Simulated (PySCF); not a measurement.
SMILES c1ccc(-c2cccnc2)cc1 (C11H9N), GFN2-xTB optimised geometry.

```
21

C      3.49     0.01     0.00
C      2.79     0.91    -0.79
C      1.41     0.91    -0.79
C      0.70     0.00     0.00
C     -0.77     0.00     0.00
C     -1.50     1.19     0.00
C     -2.88     1.13     0.01
C     -3.49    -0.11     0.01
N     -2.81    -1.25     0.01
C     -1.49    -1.19     0.00
C      1.41    -0.90     0.79
C      2.79    -0.90     0.79
H      4.57     0.01     0.00
H      3.33     1.61    -1.41
H      0.87     1.60    -1.42
H     -0.99     2.14     0.02
H     -3.47     2.04     0.01
H     -4.57    -0.21     0.03
H     -0.98    -2.14    -0.03
H      0.87    -1.60     1.41
H      3.33    -1.60     1.41
```

Density from PySCF 2.14.0 with B3LYP/def2-SVP at that geometry.

Minimum of the electron density along straight lines between bonded atoms, close to the bond critical point (lines longer than 1.1 times the sum of covalent radii, or with two minima, are not listed):

```json
[
 {"bond": "C1–C2", "length / Å": "1.385", "ρ at the minimum / e bohr⁻³": "0.314", "∇²ρ there / e bohr⁻⁵": "-0.82", "position (fraction from the first atom)": "0.50"},
 {"bond": "C2–C3", "length / Å": "1.382", "ρ at the minimum / e bohr⁻³": "0.315", "∇²ρ there / e bohr⁻⁵": "-0.82", "position (fraction from the first atom)": "0.50"},
 {"bond": "C3–C4", "length / Å": "1.393", "ρ at the minimum / e bohr⁻³": "0.309", "∇²ρ there / e bohr⁻⁵": "-0.79", "position (fraction from the first atom)": "0.50"},
 {"bond": "C4–C5", "length / Å": "1.468", "ρ at the minimum / e bohr⁻³": "0.273", "∇²ρ there / e bohr⁻⁵": "-0.67", "position (fraction from the first atom)": "0.50"},
 {"bond": "C5–C6", "length / Å": "1.394", "ρ at the minimum / e bohr⁻³": "0.309", "∇²ρ there / e bohr⁻⁵": "-0.79", "position (fraction from the first atom)": "0.50"},
 {"bond": "C6–C7", "length / Å": "1.384", "ρ at the minimum / e bohr⁻³": "0.315", "∇²ρ there / e bohr⁻⁵": "-0.82", "position (fraction from the first atom)": "0.50"},
 {"bond": "C7–C8", "length / Å": "1.387", "ρ at the minimum / e bohr⁻³": "0.315", "∇²ρ there / e bohr⁻⁵": "-0.82", "position (fraction from the first atom)": "0.50"},
 {"bond": "C8–N9", "length / Å": "1.322", "ρ at the minimum / e bohr⁻³": "0.352", "∇²ρ there / e bohr⁻⁵": "-1.01", "position (fraction from the first atom)": "0.35"},
 {"bond": "C5–C10", "length / Å": "1.396", "ρ at the minimum / e bohr⁻³": "0.310", "∇²ρ there / e bohr⁻⁵": "-0.79", "position (fraction from the first atom)": "0.50"},
 {"bond": "N9–C10", "length / Å": "1.319", "ρ at the minimum / e bohr⁻³": "0.354", "∇²ρ there / e bohr⁻⁵": "-1.00", "position (fraction from the first atom)": "0.65"},
 {"bond": "C4–C11", "length / Å": "1.393", "ρ at the minimum / e bohr⁻³": "0.309", "∇²ρ there / e bohr⁻⁵": "-0.79", "position (fraction from the first atom)": "0.50"},
 {"bond": "C1–C12", "length / Å": "1.385", "ρ at the minimum / e bohr⁻³": "0.314", "∇²ρ there / e bohr⁻⁵": "-0.82", "position (fraction from the first atom)": "0.50"},
 {"bond": "C11–C12", "length / Å": "1.382", "ρ at the minimum / e bohr⁻³": "0.316", "∇²ρ there / e bohr⁻⁵": "-0.82", "position (fraction from the first atom)": "0.50"},
 {"bond": "C1–H13", "length / Å": "1.080", "ρ at the minimum / e bohr⁻³": "0.284", "∇²ρ there / e bohr⁻⁵": "-1.08", "position (fraction from the first atom)": "0.63"},
 {"bond": "C2–H14", "length / Å": "1.080", "ρ at the minimum / e bohr⁻³": "0.284", "∇²ρ there / e bohr⁻⁵": "-1.08", "position (fraction from the first atom)": "0.63"},
 {"bond": "C3–H15", "length / Å": "1.081", "ρ at the minimum / e bohr⁻³": "0.284", "∇²ρ there / e bohr⁻⁵": "-1.08", "position (fraction from the first atom)": "0.63"},
 {"bond": "C6–H16", "length / Å": "1.081", "ρ at the minimum / e bohr⁻³": "0.285", "∇²ρ there / e bohr⁻⁵": "-1.09", "position (fraction from the first atom)": "0.63"},
 {"bond": "C7–H17", "length / Å": "1.079", "ρ at the minimum / e bohr⁻³": "0.284", "∇²ρ there / e bohr⁻⁵": "-1.09", "position (fraction from the first atom)": "0.63"},
 {"bond": "C8–H18", "length / Å": "1.082", "ρ at the minimum / e bohr⁻³": "0.288", "∇²ρ there / e bohr⁻⁵": "-1.12", "position (fraction from the first atom)": "0.64"},
 {"bond": "C10–H19", "length / Å": "1.083", "ρ at the minimum / e bohr⁻³": "0.288", "∇²ρ there / e bohr⁻⁵": "-1.12", "position (fraction from the first atom)": "0.64"},
 {"bond": "C11–H20", "length / Å": "1.080", "ρ at the minimum / e bohr⁻³": "0.285", "∇²ρ there / e bohr⁻⁵": "-1.08", "position (fraction from the first atom)": "0.63"},
 {"bond": "C12–H21", "length / Å": "1.080", "ρ at the minimum / e bohr⁻³": "0.284", "∇²ρ there / e bohr⁻⁵": "-1.08", "position (fraction from the first atom)": "0.63"}
]
```
